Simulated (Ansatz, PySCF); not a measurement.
ClFH5NSi2, SMILES [SiH2](F)[Si@H](Cl)N.

Geometry optimised at r2SCAN-D4/def2-SVP. The structure was generated by enumeration; whether it is a known compound was not checked. One conformer was computed; it need not be the lowest.

Vertical ionisation energy (IE) and electron affinity (EA) in eV. Rows of orbital energies are one-electron estimates. Where ΔSCF, EOM or ADC give a negative EA the extra electron is unbound and the value depends on the basis.

| level | IE | EA |
|---|---|---|
| −ε(HOMO), −ε(LUMO), HF/def2-TZVP (PySCF) | 11.01 | -2.58 |
| −ε(HOMO), −ε(LUMO), PBE/def2-TZVP (PySCF) | 6.67 | 1.53 |
| ΔSCF, PBE0/def2-SVPD (Ansatz), final states of multiplicity 2 and 2 | 9.99 | -0.78 |
| ΔSCF, PBE/def2-SVPD (Ansatz), final states of multiplicity 2 and 2 | 9.56 | -0.63 |

**Question.** What vertical singlet–triplet gap does ΔSCF give with PBE0/def2-SVPD (Ansatz, a quantum-chemistry and plane-wave program) and with PBE/def2-SVPD (Ansatz)? (An estimate is asked for; the answer gives what the named calculation found.)

**Answer.** 5.41 and 4.99 eV (triplet above singlet where positive).
